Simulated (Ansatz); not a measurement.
CuO2. Charge 0, multiplicity 2. Geometry relaxed at r2SCAN-D4/def2-TZVP.

```xyz
3

Cu    0.5929   -0.3315   -1.3254
O    -0.8738    0.3747    0.8287
O     0.2809   -0.0431    0.4967
```

The structure holds one bond between oxygen atoms, so isomers without such links may lie far lower. The charge 0 doublet is spin-contaminated (final ⟨S²⟩ up to 1.10, 0.75 for a pure state). The structure comes from a short search, and lower isomers may exist.

**Question.** Estimate the harmonic wavenumbers at UKS r2SCAN-D4/def2-TZVP (Ansatz, unscaled). Is this a minimum?

**Answer.** 217, 443, 1226 cm⁻¹. Yes, no mode is imaginary beyond noise. Zero-point energy 11.3 kJ/mol. It took 28 s on 2 threads of Arm Neoverse V2 on a shared host.
